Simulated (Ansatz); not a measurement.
Reaction (cleavage of the B–Sn bond): `[BH2][SnH2][C]#C` + `C[SiH](N)Cl` → `BN[SiH](C)Cl` + `C#[C][SnH3]`

Gas-phase electronic energies from Ansatz, PBE0-D4/def2-TZVP geometries. CCSD(T)/CBS adds triple-zeta CCSD(T) − MP2 to the extrapolated MP2 energy (def2 sets, frozen cores). Functionals use def2-TZVPP. B3LYP here is the variant with VWN-RPA as its local correlation; programs differ in this. Elements past krypton have def2 core potentials. For Sn outer-core shells are correlated without core-valence functions, which leaves a few kJ/mol of doubt a bond. One conformer a species, not always the lowest.

```
         level  ΔE (kJ/mol)
       PBE0-D4       -146.0
      B3LYP-D4       -150.4
           PBE       -144.5
        r2SCAN       -148.5
 HF/def2-TZVPP       -144.3
 HF/def2-QZVPP       -144.3
MP2/def2-QZVPP       -145.2
  HF/CBS(def2)       -144.3
```

Question: What does CCSD(T)/CBS give? (Estimate.)

Answer: Computed: -142.1 kJ/mol. The listed levels differ from it by -3.9, -8.3, -2.4, -6.4, -2.2, -2.2, -3.1, -2.2 kJ/mol.

Largest T1 diagnostic among the species: 0.014.

The D4 term adds −3.1 kJ/mol with B3LYP and −1.7 kJ/mol with PBE0; it sums over pairs of atoms, weighted by their polarisabilities, and B3LYP, whose exchange is more repulsive, gets the larger term.
